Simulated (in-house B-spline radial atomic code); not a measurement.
Whole-atom quantities along the 1-electron series, configuration 1s1. Computed with a radial B-spline atomic code at the basis-set limit: non-relativistic Hartree-Fock, average of the configuration, point nuclei.

This level leaves out relativity, spin-orbit splitting included, which matters for heavy ions.

```json
{"ion": "As32+", "Z": "33", "E/Z² (Eh)": "-0.5", "Σ<r²> (bohr²)": "0.0027548", "n(0)/Z³ (bohr⁻³)": "0.31831", "Lamb diamagnetic shielding (ppm)": "585.76"}
{"ion": "Se33+", "Z": "34", "E/Z² (Eh)": "-0.5", "Σ<r²> (bohr²)": "0.0025952", "n(0)/Z³ (bohr⁻³)": "0.31831", "Lamb diamagnetic shielding (ppm)": "603.52"}
{"ion": "Br34+", "Z": "35", "E/Z² (Eh)": "?", "Σ<r²> (bohr²)": "?", "n(0)/Z³ (bohr⁻³)": "?", "Lamb diamagnetic shielding (ppm)": "?"}
{"ion": "Kr35+", "Z": "36", "E/Z² (Eh)": "?", "Σ<r²> (bohr²)": "?", "n(0)/Z³ (bohr⁻³)": "?", "Lamb diamagnetic shielding (ppm)": "?"}
{"ion": "Rb36+", "Z": "37", "E/Z² (Eh)": "-0.5", "Σ<r²> (bohr²)": "0.0021914", "n(0)/Z³ (bohr⁻³)": "0.31831", "Lamb diamagnetic shielding (ppm)": "656.77"}
{"ion": "Sr37+", "Z": "38", "E/Z² (Eh)": "-0.5", "Σ<r²> (bohr²)": "0.0020776", "n(0)/Z³ (bohr⁻³)": "0.31831", "Lamb diamagnetic shielding (ppm)": "674.52"}
{"ion": "Zr39+", "Z": "40", "E/Z² (Eh)": "-0.5", "Σ<r²> (bohr²)": "0.001875", "n(0)/Z³ (bohr⁻³)": "0.31831", "Lamb diamagnetic shielding (ppm)": "710.02"}
{"ion": "Nb40+", "Z": "41", "E/Z² (Eh)": "-0.5", "Σ<r²> (bohr²)": "0.0017847", "n(0)/Z³ (bohr⁻³)": "0.31831", "Lamb diamagnetic shielding (ppm)": "727.77"}
{"ion": "Mo41+", "Z": "42", "E/Z² (Eh)": "-0.5", "Σ<r²> (bohr²)": "0.0017007", "n(0)/Z³ (bohr⁻³)": "0.31831", "Lamb diamagnetic shielding (ppm)": "745.52"}
{"ion": "Tc42+", "Z": "43", "E/Z² (Eh)": "-0.5", "Σ<r²> (bohr²)": "0.0016225", "n(0)/Z³ (bohr⁻³)": "0.31831", "Lamb diamagnetic shielding (ppm)": "763.27"}
{"ion": "Ru43+", "Z": "44", "E/Z² (Eh)": "-0.5", "Σ<r²> (bohr²)": "0.0015496", "n(0)/Z³ (bohr⁻³)": "0.31831", "Lamb diamagnetic shielding (ppm)": "781.02"}
{"ion": "Rh44+", "Z": "45", "E/Z² (Eh)": "-0.5", "Σ<r²> (bohr²)": "0.0014815", "n(0)/Z³ (bohr⁻³)": "0.31831", "Lamb diamagnetic shielding (ppm)": "798.77"}
{"ion": "Pd45+", "Z": "46", "E/Z² (Eh)": "-0.5", "Σ<r²> (bohr²)": "0.0014178", "n(0)/Z³ (bohr⁻³)": "0.31831", "Lamb diamagnetic shielding (ppm)": "816.52"}
{"ion": "Ag46+", "Z": "47", "E/Z² (Eh)": "-0.5", "Σ<r²> (bohr²)": "0.0013581", "n(0)/Z³ (bohr⁻³)": "0.31831", "Lamb diamagnetic shielding (ppm)": "834.27"}
{"ion": "Cd47+", "Z": "48", "E/Z² (Eh)": "-0.5", "Σ<r²> (bohr²)": "0.0013021", "n(0)/Z³ (bohr⁻³)": "0.31831", "Lamb diamagnetic shielding (ppm)": "852.02"}
{"ion": "In48+", "Z": "49", "E/Z² (Eh)": "?", "Σ<r²> (bohr²)": "?", "n(0)/Z³ (bohr⁻³)": "?", "Lamb diamagnetic shielding (ppm)": "?"}
{"ion": "Sn49+", "Z": "50", "E/Z² (Eh)": "-0.5", "Σ<r²> (bohr²)": "0.0012", "n(0)/Z³ (bohr⁻³)": "0.31831", "Lamb diamagnetic shielding (ppm)": "887.52"}
{"ion": "Sb50+", "Z": "51", "E/Z² (Eh)": "-0.5", "Σ<r²> (bohr²)": "0.0011534", "n(0)/Z³ (bohr⁻³)": "0.31831", "Lamb diamagnetic shielding (ppm)": "905.27"}
{"ion": "Te51+", "Z": "52", "E/Z² (Eh)": "-0.5", "Σ<r²> (bohr²)": "0.0011095", "n(0)/Z³ (bohr⁻³)": "0.31831", "Lamb diamagnetic shielding (ppm)": "923.02"}
```

(1) Fill in the row of Br34+.

(2) Fill in the row of Kr35+.

(3) Fill in the row of In48+.

(4) With what power of Z does the column «Σ<r²> (bohr²)» change over this range?

Answers

(1) E/Z² (Eh): -0.5; Σ<r²> (bohr²): 0.002449; n(0)/Z³ (bohr⁻³): 0.31831; Lamb diamagnetic shielding (ppm): 621.27.

(2) E/Z² (Eh): -0.5; Σ<r²> (bohr²): 0.0023148; n(0)/Z³ (bohr⁻³): 0.31831; Lamb diamagnetic shielding (ppm): 639.02.

(3) E/Z² (Eh): -0.5; Σ<r²> (bohr²): 0.0012495; n(0)/Z³ (bohr⁻³): 0.31831; Lamb diamagnetic shielding (ppm): 869.77.

(4) A fit of the logarithm of its size against log Z from Z = 33 to 52 has slope -2.00. Unscreened non-relativistic hydrogenic orbitals would give -2.
